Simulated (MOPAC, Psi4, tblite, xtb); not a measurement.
Dimer CH2O2 ··· H6Si2 (SMILES O=CO and [SiH3][SiH3]) at R = 4.79 Å between the centres of mass, closest contact 2.52 Å (a random orientation, not optimised). Geometry in Å and degrees:

```
Si
H 1 1.4832
H 1 1.4832 2 108.63
H 1 1.4832 2 108.63 3 118.00
Si 1 2.3443 2 110.30 4 121.00
H 5 1.4832 1 110.30 2 -60.00
H 5 1.4832 6 108.63 1 121.00
H 5 1.4832 6 108.63 7 118.00
O 3 2.7058 1 121.71 2 118.04
H 9 0.9719 3 68.72 1 40.46
C 9 1.3438 10 107.73 3 103.54
O 11 1.1968 9 125.19 10 0.03
H 11 1.0973 12 125.24 9 -179.97
```

- GFN2-xTB (tblite)
- SAPT0/jun-cc-pVDZ, frozen core (Psi4)
- BLYP/def2-TZVP, counterpoise-corrected (Psi4)
- BLYP-D3(BJ)/def2-TZVP, counterpoise-corrected (Psi4)
- PBE/def2-TZVP, counterpoise-corrected (Psi4)
- PBE-D3(BJ)/def2-TZVP, counterpoise-corrected (Psi4)
- HF/aug-cc-pVDZ, counterpoise-corrected (Psi4)
- MP2/aug-cc-pVDZ = DF-MP2/aug-cc-pVDZ, frozen core, counterpoise-corrected run with Psi4
- SCS-MP2/aug-cc-pVDZ = DF-SCS-MP2/aug-cc-pVDZ, frozen core, counterpoise-corrected in Psi4
- PM3, restricted, heats of formation (MOPAC)
- PM7, restricted, heats of formation (MOPAC)
- GFN1-xTB (xtb)

What interaction energy does each level give?


```
method                 E_int / kJ/mol
---------------------  --------------
GFN1-xTB                        -5.36
GFN2-xTB                        -5.12
PBE-D3(BJ)/def2-TZVP            -2.13
BLYP-D3(BJ)/def2-TZVP           -0.80
PM7                             -0.13
MP2/aug-cc-pVDZ                  1.13
PM3                              2.28
PBE/def2-TZVP                    2.47
SCS-MP2/aug-cc-pVDZ              2.91
SAPT0/jun-cc-pVDZ                3.28
BLYP/def2-TZVP                   7.89
HF/aug-cc-pVDZ                   8.51
```
